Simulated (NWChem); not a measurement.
Species: CH$_{5}$ClOSi$_{2}$; SMILES O=C[Si@@H](Cl)[SiH3]

```xyz
10

O      1.9678     1.8032    -0.0087
C      1.7157     0.6529     0.2456
Si     0.1235    -0.1468    -0.5065
Si    -1.7679     1.0740     0.1510
Cl    -0.0353    -2.1020     0.1891
H      2.3867     0.0437     0.9130
H      0.3000    -0.1782    -1.9875
H     -1.6490     2.4783    -0.3415
H     -1.8500     1.0646     1.6419
H     -2.9903     0.4357    -0.4215
```
Atoms are numbered in this order, from 1.

Results from NWChem. Pople sets run with spherical d functions. Structure relaxed at the PBE0/def2-SVP level. GIAO values for the isolated, static molecule; σ is the absolute isotropic shielding, δ = σ(reference) − σ with the isolated reference molecule computed at the same levels (13C: tetramethylsilane, 1H: tetramethylsilane, 17O: water, 29Si: tetramethylsilane).

For level B3LYP/6-31G*:

| Quantity | Value |
|---|---|
| δ O1 (ppm) | 808.4 |
| δ C2 (ppm) | 222.6 |
| δ Si3 (ppm) | 3.4 |
| δ Si4 (ppm) | -63.6 |
| σ Cl5 (ppm) | 1015.6 |
| δ H6 (ppm) | 12.00 |

How do the values read with level PBE/pcSseg-1 instead?

The δ O1 (ppm) is 915.1 and the δ C2 (ppm) comes out as 244.9. The δ Si3 (ppm) is -31.9, the δ Si4 (ppm) is -106.5 and the σ Cl5 (ppm) is 984.9. The δ H6 (ppm) is 12.30.
